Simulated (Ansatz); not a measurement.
Gas-phase electronic energies from Ansatz, PBE0-D4/def2-TZVP geometries. CCSD(T)/CBS is the MP2 limit (def2-TZVPP, def2-QZVPP) plus CCSD(T) − MP2 in def2-TZVPP, frozen cores. This one scheme is used for every species. DFT in def2-TZVPP. HSE06 is defined as in plane-wave codes. One conformer a species, not always the lowest.

Reaction (silylene formation by 1,1-elimination): `N[SiH2]CF` → `CF` + `N[SiH]`

CCSD(T)/CBS gives +32.7 kcal/mol.

Question: Another level gave +35.7 kcal/mol. Which?
A. PBE-QIDH/def2-TZVPP
B. HSE06/def2-TZVPP
C. LC-ωPBE/def2-TZVPP
D. revPBE/def2-TZVPP

Answer: A. PBE-QIDH 35.7, revPBE 26.6, HSE06 32.9, LC-ωPBE 36.8 kcal/mol.

Largest T1 diagnostic among the species: 0.015.

From BLYP to BHLYP (50 % exact exchange), in def2-TZVPP and without D4, ΔE moves by +7.3 kcal/mol. At CCSD(T), def2-SVP lies −5.8 kcal/mol from the extrapolated value and def2-TZVPP −1.5 kcal/mol.
